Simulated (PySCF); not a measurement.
Species: CH8N2OSi2.
Bonds: N1–C2, C2–O3 (double), C2–Si4, Si4–N5, N5–Si6. Hydrogens: H7, H8 on N1; H9, H10 on Si4; H11 on N5; H12, H13, H14 on Si6.

The same species was optimised twice, with GFN2-xTB and with PBE0-D3(BJ)/def2-SVP (PySCF), and the same property calculations (PySCF, gas phase) were run on both structures.

```csv
coordinate,GFN2-xTB,PBE0-D3(BJ)/def2-SVP,change
C2–Si4 (Å),1.916,1.937,+0.021
Si4–N5 (Å),1.715,1.721,+0.006
C2=O3 (Å),1.218,1.221,+0.003
N5–Si6 (Å),1.734,1.736,+0.002
N1–C2 (Å),1.351,1.352,+0.001
O3–C2–Si4 (°),121.4,117.1,-4.3
Si4–N5–Si6 (°),130.4,133.7,+3.3
N1–C2–Si4 (°),117.4,120.2,+2.8
C2–Si4–N5 (°),102.9,100.1,-2.8
N1–C2–O3 (°),121.2,122.7,+1.5
N1–C2–Si4–N5 (°),180,179,-1
C2–Si4–N5–Si6 (°),180,-179,+1
```

Rotational constants: A = 6598, B = 1003, C = 887.9 MHz (GFN2-xTB) against A = 6379, B = 1012, C = 891.6 MHz (PBE0-D3(BJ)/def2-SVP).

On the GFN2-xTB structure: isotropic polarisability (au) 85.4 [PBE0/def2-SVPD]; HOMO (eV) -7.30 [PBE0/def2-SVPD]; LUMO (eV) -0.33 [PBE0/def2-SVPD]; dipole (D) 2.97 [PBE0/def2-SVPD]; HOMO (eV) -7.20 [PBE0/pcSseg-1]; LUMO (eV) -0.02 [PBE0/pcSseg-1]; dipole (D) 2.88 [PBE0/pcSseg-1]; GIAO shielding of N1 (ppm) 136.6 [PBE0/pcSseg-1]; GIAO shielding of C2 (ppm) 5.3 [PBE0/pcSseg-1]; GIAO shielding of O3 (ppm) -146.5 [PBE0/pcSseg-1]; GIAO shielding of Si4 (ppm) 409.4 [PBE0/pcSseg-1]; GIAO shielding of N5 (ppm) 280.3 [PBE0/pcSseg-1]; GIAO shielding of Si6 (ppm) 405.8 [PBE0/pcSseg-1].

**Question.** What do these properties become on the PBE0-D3(BJ)/def2-SVP structure?

**Answer.** 
```tsv
property	level	on GFN2-xTB	on PBE0-D3(BJ)/def2-SVP	change
isotropic polarisability (au)	PBE0/def2-SVPD	85.4	87.8	+2.4
HOMO (eV)	PBE0/def2-SVPD	-7.30	-7.41	-0.11
LUMO (eV)	PBE0/def2-SVPD	-0.33	-0.41	-0.08
dipole (D)	PBE0/def2-SVPD	2.97	3.37	+0.40
energy, GFN2-xTB geometry as zero (kcal/mol)	PBE0/def2-SVPD	0.0	-1.9	-1.9
HOMO (eV)	PBE0/pcSseg-1	-7.20	-7.33	-0.13
LUMO (eV)	PBE0/pcSseg-1	-0.02	-0.13	-0.11
dipole (D)	PBE0/pcSseg-1	2.88	3.31	+0.43
energy, GFN2-xTB geometry as zero (kcal/mol)	PBE0/pcSseg-1	0.0	-1.9	-1.9
GIAO shielding of N1 (ppm)	PBE0/pcSseg-1	136.6	136.2	-0.4
GIAO shielding of C2 (ppm)	PBE0/pcSseg-1	5.3	3.5	-1.8
GIAO shielding of O3 (ppm)	PBE0/pcSseg-1	-146.5	-142.6	+3.9
GIAO shielding of Si4 (ppm)	PBE0/pcSseg-1	409.4	409.1	-0.3
GIAO shielding of N5 (ppm)	PBE0/pcSseg-1	280.3	273.6	-6.7
GIAO shielding of Si6 (ppm)	PBE0/pcSseg-1	405.8	407.3	+1.5
```

The heavy atoms differ by 0.083 Å rms after alignment. Among bonds between heavy atoms C2–Si4 changes most (+0.021 Å). Changes are differences of the printed values. Neither structure is proved a minimum here.

The values belong to the conformer `[NH2:1][C:2](=[O:3])[SiH2:4][NH:5][SiH3:6]`: N1–C2–Si4–N5 179°, C2–Si4–N5–Si6 -179°, H–N1–C2–O3 1°, H–N1–C2–O3 179°.
